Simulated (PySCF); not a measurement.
# Li (lithium, neutral) across methods

[He] 2p1, 2P determinant (an excited configuration). All numbers are calculated (PySCF 2.14, scalar relativity by spin-free X2C-1e, in aug-cc-pVQZ-DK (6s5p4d3f2g, 80 functions)). The B2PLYP total includes its PT2 part (frozen core); its orbital energies are those of the SCF part.

| method | E (hartree) | mean ε 1s α (eV) | mean ε 1s β (eV) | mean ε 2p α (eV) | Σ⟨r²⟩ (bohr²) | ⟨S²⟩ |
| --- | --- | --- | --- | --- | --- | --- |
| B2PLYP | -7.4071 | -61.610 | -61.556 | -2.752 | 26.78 | 0.750 |
| r2SCANh | -7.4196 | -55.979 | -55.937 | -2.097 | 26.35 | 0.750 |
| PBE0 | -7.4072 | -57.029 | -56.949 | -2.409 | 26.20 | 0.750 |
| TPSSh | -7.4293 | -55.566 | -55.490 | -2.073 | 26.13 | 0.750 |
| PBE | -7.4047 | -52.851 | -52.758 | -1.950 | 25.88 | 0.750 |
| LC-wPBE | -7.4042 | -58.841 | -58.768 | -3.779 | 26.10 | 0.750 |
| LDA | -7.2854 | -52.144 | -52.065 | -1.866 | 26.70 | 0.750 |
| UHF | -7.36570 | -68.885 | -68.850 | -3.502 | 28.72 | 0.750 |
| r2SCAN | -7.4209 | -54.502 | -54.461 | -1.929 | 26.23 | 0.750 |
